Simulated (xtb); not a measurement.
Cl$_{4}$Zr, singlet, geometry from GFN2-xTB (such geometries of metal compounds can be far from the true shape).

Input for xtb:
```
$ xtb mol.xyz --gfn 2 --alpb dmf --json

# file mol.xyz
5

Zr    -0.00000000     0.00000000     0.00000000
Cl     1.79919529    -0.56519177    -1.22978742
Cl     0.64651622     0.46587134     2.10568355
Cl    -0.98544887     1.81277582    -0.90092002
Cl    -1.46026264    -1.71345538     0.02502389
```

Task: What does this run give for the dipole moment, total energy, HOMO-LUMO gap, partial charges in atom order?

Result: 
```json
{
  "dipole_moment": "0.00 D",
  "total_energy": "-20.088314 Ha",
  "HOMO-LUMO gap": "3.16 eV",
  "partial_charges_in_atom_order": "Zr1 1.17, Cl2 -0.29, Cl3 -0.29, Cl4 -0.29, Cl5 -0.29"
}
```
